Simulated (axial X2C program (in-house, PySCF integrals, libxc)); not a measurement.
# InN: from Re and ωe to a spectrum

A bond curve at the PBE0 level, with spin–orbit coupling, was computed with an in-house relativistic program for diatomic molecules (basis In dyall-cv3z [11s12p9d4f1g], N dyall-av3z [7s7p3d2f] (cores contracted in-house)) for the state Ω = 1 (⟨Sz⟩ = 1.00, ⟨Lz⟩ = 0.00 at PBE0). Its fit gives Re = 2.2099 Å, ωe = 444.9 cm⁻¹, ωexe = 2.62 cm⁻¹ and αe = 2.303e-03 cm⁻¹; the masses are 114.9039 and 14.0031 u. Two-component means X2C with spin–orbit coupling and atomic mean-field Coulomb and Gaunt terms.

Find the reduced mass, Be and the force constant.

From the PBE0 values: μ = 12.4820 u. Be = 16.8576/(μ Re²) = 0.2765 cm⁻¹. k = 5.8918×10⁻⁷ μ ωe² = 1.46 mdyn/Å.

Estimate the centrifugal constant by the Kratzer relation.

D = 4Be³/ωe² = 4.27e-07 cm⁻¹.

A Morse curve ties αe to the other constants (Pekeris). How well does that hold?

αe(Morse) = 6Be²/ωe × (√(ωexe/Be) − 1) = 2.143e-03 cm⁻¹; the PBE0 curve gives 2.303e-03 cm⁻¹, a ratio of 0.93.

The dipole moment p changes by 4.59 D/Å at Re. What harmonic infrared intensity follows?

I = 42.256 × (dp/dR)²/μ = 71 km/mol.

Where do the fundamental and the first overtone lie?

ν(1←0) = ωe − 2ωexe = 439.7 cm⁻¹; ν(2←0) = 2ωe − 6ωexe = 874.1 cm⁻¹.

Occupations by symmetry block were frozen at the best pattern of an incomplete PBE0 search. Density functionals use the spin component along the axis (collinear). PBE0 can misorder states that lie within some tenths of an eV, so this need not be the ground state of the molecule. The nearest other 2c determinant of the search, Ω = 2, lies 0.43 eV up at the distance of the search. With several unpaired electrons one determinant need not be a pure state. Open-shell Ω = 0 determinants with evenly filled partner blocks cannot be reached by this program, so the Ω shown need not be the lowest component. This is the Ω = 1 component of a π² triplet; the 0⁺ component is not one determinant and can lie lowest.
